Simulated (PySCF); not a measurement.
From one molecule to another.

First species: C5H11NOSi2.
Atom-mapped SMILES: `[N:1]#[C:2][C@@H:3]1[CH2:4][CH2:5][C@H:6]1[SiH2:7][O:8][SiH3:9]` (hydrogens: H10 on C3; H11, H12 on C4; H13, H14 on C5; H15 on C6; H16, H17 on Si7; H18, H19, H20 on Si9)

Second species: CH7FSi2.
SMILES with atom numbers: `[F:1][SiH2:2][CH2:3][SiH3:4]` (hydrogens: H5, H6 on Si2; H7, H8 on C3; H9, H10, H11 on Si4)

Cartesian coordinates in Å at the PBE0-D3(BJ)/def2-SVP level; atoms count from 1:
```xyz
11
CH7FSi2 angstrom
F      1.5968    1.6784   -0.2094
Si     1.6359    0.0811    0.1080
C      0.0773   -0.7001   -0.5461
Si    -1.5388    0.0130    0.1139
H      2.8478   -0.4781   -0.5568
H      1.7348   -0.0822    1.5865
H      0.0772   -0.6261   -1.6473
H      0.1130   -1.7767   -0.2992
H     -1.5836   -0.1296    1.6017
H     -2.7044   -0.7181   -0.4711
H     -1.6545    1.4599   -0.2330
```

Levels: CAM-B3LYP/def2-SVPD for dipole moment, HOMO energy, LUMO energy, HOMO–LUMO gap, static isotropic polarisability and electronic spatial extent ⟨r²⟩ about the centre of nuclear charge; TDDFT CAM-B3LYP/def2-SVPD for lowest singlet excitation; TDA CAM-B3LYP/def2-SVPD for lowest triplet excitation (Tamm–Dancoff); ΔSCF CAM-B3LYP/def2-SVPD for vertical ionisation energy; PBE0-D3(BJ)/def2-SVP for rotational constant A and rotational constant C. Geometries: PBE0-D3(BJ)/def2-SVP. Each structure is a single optimised conformer of the isolated species, non-relativistic unless stated. Electronic properties by PySCF.

Dipoles, sizes and rotational constants follow the conformer. The torsions of the flexible species, by atom-mapped SMILES:
- `[N:1]#[C:2][C@@H:3]1[CH2:4][CH2:5][C@H:6]1[SiH2:7][O:8][SiH3:9]`: C5–C6–Si7–O8 56°, C6–Si7–O8–Si9 -99°
- `[F:1][SiH2:2][CH2:3][SiH3:4]`: F1–Si2–C3–Si4 -57°

Values for the first species:

| Quantity | Value |
| --- | --- |
| Dipole moment | 4.45 D |
| HOMO energy | -9.68 eV |
| LUMO energy | 0.52 eV |
| HOMO–LUMO gap | 10.20 eV |
| Lowest singlet excitation | 7.14 eV |
| Lowest triplet excitation (Tamm–Dancoff) | 6.15 eV |
| Static isotropic polarisability | 113.3 au |
| Vertical ionisation energy | 10.27 eV |
| Electronic spatial extent ⟨r²⟩ about the centre of nuclear charge | 2088 bohr² |
| Rotational constant A | 1.883 GHz |
| Rotational constant C | 0.586 GHz |

Task: Estimate the same properties for the second species, and the change in each.

Result: 
```
                                                         property       first     second  second less first
                                                    dipole moment      4.45 D     2.02 D            -2.43 D
                                                      HOMO energy    -9.68 eV  -10.30 eV           -0.62 eV
                                                      LUMO energy     0.52 eV    0.95 eV           +0.43 eV
                                                    HOMO–LUMO gap    10.20 eV   11.25 eV           +1.05 eV
                                        lowest singlet excitation     7.14 eV    7.94 eV           +0.80 eV
                         lowest triplet excitation (Tamm–Dancoff)     6.15 eV    7.52 eV           +1.37 eV
                                  static isotropic polarisability    113.3 au    66.4 au           -46.9 au
                                       vertical ionisation energy    10.27 eV   11.13 eV           +0.86 eV
electronic spatial extent ⟨r²⟩ about the centre of nuclear charge  2088 bohr²  654 bohr²        -1434 bohr²
                                            rotational constant A   1.883 GHz  8.237 GHz         +6.354 GHz
                                            rotational constant C   0.586 GHz  1.926 GHz         +1.340 GHz
```

On the first: S1 lies 3.06 eV below the HOMO–LUMO gap; its leading configuration is HOMO→LUMO, weight 0.78. The principal polarisabilities are 101.0, 109.6 and 129.3 au; their mean is the isotropic value.

On the second: S1 lies 3.31 eV below the HOMO–LUMO gap; its leading configuration is HOMO→LUMO+1, weight 0.42, beside HOMO→LUMO, weight 0.41. In wavenumbers S1 is 64000 cm⁻¹ (1 eV = 8065.54 cm⁻¹).
